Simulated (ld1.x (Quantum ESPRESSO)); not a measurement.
# Building the TM potential for rhodium (Rh) (PBE, fully relativistic).

ld1.x (Quantum ESPRESSO) 7.5 input, shortened:

```
&input
   title='Rh', zed=45., rel=2, dft='PBE', iswitch=3,
   config='[Kr] 4d8 5s0.5 5p0', rel_dist='average'
 /
 &inputp
   pseudotype=2, tm=.true., lloc=0,
   nlcc=.true.
 /
3
4P  2  1   6.00   0.00  1.35  1.35  0.0
4D  3  2   8.00   0.00  1.60  1.60  0.0
4S  1  0   2.00   0.00  1.20  1.20  0.0
 &test
   configts(1)='4s2 4p6 4d8 5s0.5 5p0'
 /
```

Open shells are filled in proportion to 2j + 1 (rel_dist='average').

Occupied shells without a wave of their own: 5s. They enter only through the test configuration that unscreens the potential, and ld1.x also counts them in the model core charge.

Q: Tests: 4s2 4p6 4d8 5s1 5p0; 4s2 4p6 4d8 5s0 5p0; 4s2 4p6 4d7 5s0 5p0; 4s1 4p6 4d8 5s1 5p0; 4s2 4p6 4d7 5s2 5p0; 4s2 4p6 4d6 5s0 5p0; 4s2 4p5 4d8 5s1 5p0. Which has the largest error in its energy relative to the reference configuration, and how large is it?

A: 4s2 4p6 4d6 5s0 5p0, with -365 meV (all-electron minus pseudo) on +56.55 eV.

A Bessel basis up to 400 Ry misses an occupied level by 0.04 Ry, so cutoffs and ghosts were not judged. ld1.x takes every shell without a wave as core, so the model core holds the 5s electrons as well and exchange and correlation see them twice. This cancels in the reference configuration, but the file is broken for other ones, and its errors say nothing about a proper core correction.
